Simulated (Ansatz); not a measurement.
Isomers of Sn$_{5}$Cl$_{4}$⁺ (doublet), relaxed with PBE-D4/def2-SVP; total energies from Ansatz at PBE0-D4/def2-SVP.

```json
{"isomer": "A", "description": "point group Cs; 8 × Cl–Sn 2.59 to 2.68 Å; 3 × Sn–Sn 2.81 to 2.98 Å", "energy (Eh)": "-2911.28419"}
{"isomer": "B", "description": "point group not assigned; 7 × Cl–Sn 2.56 to 2.82 Å; 4 × Sn–Sn 2.91 to 3.09 Å", "energy (Eh)": "-2911.29014"}
```

In the def2 sets Sn takes a core potential; there is no spin–orbit coupling.

The isomers come from a short search, and lower ones may exist.

Work out the relative energies (1 Eh = 2625.5 kJ/mol) and the Boltzmann populations at 1200 K from electronic energies alone (R = 8.314 J/mol/K).

ΔE: A 15.6, B 0.0 kJ/mol. RT = 9.98 kJ/mol. Factors exp(−ΔE/RT): A 0.209, B 1; sum 1.209. Populations: A 17.3 %, B 82.7 %. Zero-point energy, vibrational entropy and symmetry numbers are left out and can shift these; an error of 4 kJ/mol changes a ratio by a factor of 1.5. Over the other density-functional and correlated levels in def2 sets, the gap between B and A ranges from 18 to 23 kJ/mol.
